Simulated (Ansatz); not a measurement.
`[SH][GaH][Cl]`, relaxed with RKS PBE0-D4/def2-TZVP in Ansatz from a GFN2-xTB geometry. The force threshold is 0.005 eV/Å; the program also tests the step.

Charge 0, multiplicity 1.

Start:

```xyz
5

S    -0.368   -1.289    1.024
Ga   -0.105    0.412   -0.381
Cl   -1.755    1.159   -1.400
H     0.919   -1.329    1.361
H     1.310    1.046   -0.604
```

(1) How much energy does the relaxation release, and in how many steps? (Estimate.)

(2) Which bonds change most? (Estimate.)

(3) Give the relaxed structure. (An estimate is asked.)

Answers

(1) Ansatz gave: 0.06 eV, in 5 steps.

(2) Computed: Ga2–Cl3 from 2.078 to 2.139 Å; S1–Ga2 from 2.222 to 2.186 Å; Ga2–H5 from 1.566 to 1.551 Å; S1–H4 from 1.331 to 1.344 Å.

(3) The calculation gave: 
```xyz
5

S    -0.403   -1.261    0.996
Ga   -0.033    0.411   -0.363
Cl   -1.787    1.111   -1.368
H     0.886   -1.348    1.366
H     1.337    1.086   -0.631
```
